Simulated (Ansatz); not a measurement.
C2H10BNSi can be A, `CN(C)B[SiH3]`, or B, `CCBN[SiH3]`.

Computed with Ansatz on PBE0-D4/def2-TZVP structures; ΔE is electronic, products minus reactants. CCSD(T)/CBS is the MP2 limit (def2-TZVPP, def2-QZVPP) plus CCSD(T) − MP2 in def2-TZVPP, frozen cores. DFT in def2-TZVPP. Each species was taken in one conformer, which may not be the lowest.

(1) Which is lower in electronic energy at CCSD(T)/CBS, and by how much? (An estimate is asked.)

(2) Give E(B) − E(A) in kJ/mol with r2SCAN-D4, MP2/def2-TZVPP, B2PLYP, PBE0-D4, CCSD(T)/def2-TZVPP, PBE-D4, HF/def2-TZVPP. (Best estimate.)

Largest T1 diagnostic: 0.013.

Results:

(1) The calculation gave: B, by 141.6 kJ/mol.

(2) The calculation gave: r2SCAN-D4 -137.2, MP2/def2-TZVPP -148.0, B2PLYP -143.1, PBE0-D4 -130.1, CCSD(T)/def2-TZVPP -138.1, PBE-D4 -120.1, HF/def2-TZVPP -162.7. None reverses the order clearly.

From PBE to PBE0 (25 % exact exchange), in def2-TZVPP and without D4, E(B) − E(A) moves by −9.8 kJ/mol. The D4 term adds +3.7 kJ/mol with B3LYP and +2.0 kJ/mol with PBE0; it sums over pairs of atoms, weighted by their polarisabilities, and B3LYP, whose exchange is more repulsive, gets the larger term.

B3LYP here is the variant with VWN-RPA as its local correlation; programs differ in this.
